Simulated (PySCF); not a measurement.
C7H5NOS.
Geometry (PBE0-D3(BJ)/def2-SVP, Å), atoms numbered from 1 in this order:
```xyz
15
C7H5NOS angstrom
C      2.486   -1.117   -0.876
C      2.712    0.212   -1.115
S      1.268    1.132   -0.992
C      0.326   -0.272   -0.615
C     -1.101   -0.182   -0.371
C     -2.002   -1.238   -0.026
N     -3.225   -0.809    0.121
O     -3.184    0.529   -0.115
C     -1.938    0.901   -0.405
C      1.123   -1.396   -0.590
H      3.271   -1.874   -0.903
H      3.653    0.705   -1.357
H     -1.786   -2.297    0.118
H     -1.784    1.957   -0.616
H      0.738   -2.393   -0.373
```

Linear response at CAM-B3LYP/def2-SVPD (PySCF, frozen core in the response, non-relativistic). One conformer (not necessarily the lowest) at the PBE0-D3(BJ)/def2-SVP geometry, without solvent, vibrations or thermal averaging.

Static isotropic polarisability: 106.65 au (15.80 Å³), principal values 61.7, 111.5, 146.8 au.

What is the polarisability at 1064 nm and at the sodium D line?

108.20 au at 1064 nm (+1.5 %), 112.18 au at 589.3 nm (+5.2 %). The rise at 589.3 nm is 3.57 times that at 1064 nm; a pure ω² law gives 3.26. The lowest singlet lies at 262 nm, shorter than both wavelengths.

What is the isotropic C6 coefficient between two such molecules, C6 = (3/π)∫α(iω)² dω?

4181 au (Eh·bohr⁶) by a ten-point quadrature over imaginary frequencies, which is 2500 eV·Å⁶ or 241 J·nm⁶/mol.

Which effective excitation energy ω̄ makes London's formula C6 = (3/4)α²ω̄ exact here?

ω̄ = 4·C6/(3α²) = 0.490 Eh = 13.3 eV. A one-pole form α(ω) = α/(1 − ω²/ω̄²) fitted to the 1064 nm value gives 9.7 eV.

What n − 1 at the D line would an ideal gas of it have at 273.15 K and 1 atm (2.6868 × 10¹⁹ cm⁻³), by n − 1 = 2π·N·α′?

28.06 × 10⁻⁴, a formal value whether or not that pressure can be reached.

How anisotropic is the static polarisability, by Δα² = ½[(α1 − α2)² + (α2 − α3)² + (α3 − α1)²]?

Δα = 74.1 au, or 0.70 of the isotropic value.

How many electrons N does the Slater–Kirkwood formula C6 = (3/4)·√N·α^(3/2) need to give this C6?

N = (4·C6/3)²/α³ = 25.6; the species has 78 electrons in all.

Hardware: one thread of an Arm Neoverse N1 (shared host). Cost: 2.2 min wall, 1.3 GiB resident at most. This is the whole response run at CAM-B3LYP/def2-SVPD, SCF included.
